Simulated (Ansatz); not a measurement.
```xyz
14

C     1.422    0.641   -0.776
C     0.089    0.673   -0.905
N    -0.566    1.251   -1.980
Si   -1.009    0.041    0.483
Si    0.140   -1.432    1.886
H     1.891    0.247    0.115
H     2.084    1.032   -1.546
H    -1.468    0.871   -2.214
H     0.000    1.444   -2.794
H    -2.171   -0.668   -0.135
H    -1.575    1.179    1.261
H    -0.748   -1.852    3.004
H     0.563   -2.643    1.133
H     1.349   -0.786    2.466
```

Total charge 0; spin multiplicity 1.

Task: List the PBE0/def2-TZVPP orbital energies in eV (the Gaussian-basis code of Ansatz). (An estimate is asked.)

Result: The calculation gave: Occupied: -1802.44, -1802.40, -391.63, -279.07, -277.71, -144.80, -144.78, -99.46, -99.45, -99.44, -99.43, -99.43, -99.42, -25.62, -20.65, -16.66, -15.60, -14.73, -13.67, -12.85, -11.53, -10.47, -9.84, -9.78, -9.22, -9.05, -8.26, -6.26. Lowest empty: -0.02, 0.21, 0.54, 0.75, 1.19, 1.49, 1.56, 2.21.
